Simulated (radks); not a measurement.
Ionisation of the palladium ion Pd22+, [Ar] 3d6, to [Ar] 3d5 as the strength of local exchange is varied. All-electron calculation, non-relativistic Kohn-Sham, Slater X-alpha exchange (alpha = 2/3 is LDA exchange), no correlation, spin-polarised, spherical densities, point nucleus; open shells are filled with parallel spins first (spin-orbit coupling, left out, can overturn this in heavy ions); relativity is left out, which matters for an element this heavy. Program: a radial shooting solver on a logarithmic mesh with Libxc functionals.

alpha  E(Pd22+) (hartree)  exchange (hartree)  IE (eV)  -e of the level emptied (eV)  <r> of it (bohr)
0.593         -4659.89327           -95.24576   1056.8                   1024.2 (3d)            0.3280
0.667         -4671.79036          -107.33775   1064.3                   1031.8 (3d)            0.3270
0.706         -4678.06966          -113.72897   1068.2                   1035.8 (3d)            0.3264
0.739         -4683.38788          -119.14686   1071.6                   1039.2 (3d)            0.3260
0.826         -4697.43046          -133.47403   1080.4                   1048.1 (3d)            0.3248
0.967         -4720.25632          -156.82829   1094.8                   1062.8 (3d)            0.3229

NIST Atomic Spectra Database: 1065 +/- 4 eV (theoretical). The Delta-SCF value meets it near alpha = 0.67. Relativity is left out here, which matters for elements this heavy. Open shells are spherical and high-spin; term and fine-structure splittings are not resolved.
